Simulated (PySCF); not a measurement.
A GIAO shielding run with PySCF 2.14.0 with density-fitted response routines (density fitting, non-relativistic, gas phase) on SMILES N#CC(C#N)O[SiH3], C$_{3}$H$_{4}$N$_{2}$OSi:

```
$ OMP_NUM_THREADS=1 python probes_run.py task.json out

{"job": {"kind": "nmr", "xc": "PBE0", "basis": "pcSseg-0", "pop": true}, "charge": 0, "multiplicity": 1}
N     -1.201832     2.166803     1.154760
C     -1.087979     1.105191     0.712354
C     -0.840846    -0.248367     0.165862
C     -2.056637    -0.755558    -0.496119
N     -2.997777    -1.186683    -1.008329
O      0.219725    -0.272173    -0.722146
Si     1.840149    -0.021808    -0.298784
H     -0.662872    -0.909475     1.041240
H      2.617870    -0.470291    -1.478685
H      2.131931    -0.849410     0.910673
H      2.076119     1.416801     0.004713
```

Hardware: 1 thread of an Arm Neoverse V2, shared host. The job also computes population analyses, field gradients.

(1) How large is the calculation?

(2) How long does it take, and how much memory does it need?

(3) And these other runs on the same molecule and hardware: GIAO shielding at B3LYP/pcSseg-1; GIAO shielding at B97-D/pcSseg-1; GIAO shielding at BHandHLYP/pcSseg-1; GIAO shielding at BP86/pcSseg-1; GIAO shielding at KT3/pcSseg-1; GIAO shielding at LC-wPBE/pcSseg-1?

Answers

(1) 58 electrons, 75 basis functions and 706 auxiliary functions.

(2) 5.5 s of wall time, with 15 SCF cycles and 5 response iterations; peak memory 0.46 GiB. Times on a shared host scatter by some tens of per cent.

(3) B3LYP/pcSseg-1: 146 functions, 13 s; B97-D/pcSseg-1: 146 functions, 16 s; BHandHLYP/pcSseg-1: 146 functions, 13 s; BP86/pcSseg-1: 146 functions, 16 s; KT3/pcSseg-1: 146 functions, 16 s; LC-wPBE/pcSseg-1: 146 functions, 21 s.
